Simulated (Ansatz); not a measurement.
Mulliken charges of H4OSSiZn, SMILES `[SiH3][O][Zn][SH]` from r2SCAN/def2-TZVPP in Ansatz (PBE0-D4/def2-TZVP geometry).

```
atom   x (Å)   y (Å)   z (Å)  charge (e)
 Si1   0.188   1.653  -0.545       0.482
  O2   0.689   0.191  -0.052      -0.515
 Zn3   0.195  -1.336   0.675       0.487
  S4  -0.311  -3.209   1.590      -0.269
  H5  -0.539   1.565  -1.845      -0.101
  H6  -0.736   2.282   0.444      -0.100
  H7   1.364   2.547  -0.724      -0.093
  H8  -0.851  -3.693   0.457       0.110
```

Q: By hand: the dipole of these point charges (1 e Å = 4.8032 D).

A: Σ q r = (-0.178, -0.118, -0.075) e Å, of length 0.226 e Å = 1.09 D.

Q: How does the dipole of the full density compare? (Estimate.)

A: Computed: (-0.105, -0.219, -0.050) e Å, 1.19 D; the point charges give 0.92 times that, at 31° from its direction.

Point charges leave out the atoms' own dipoles, such as those of lone pairs, and Mulliken's split depends on the basis, so the two needn't agree.
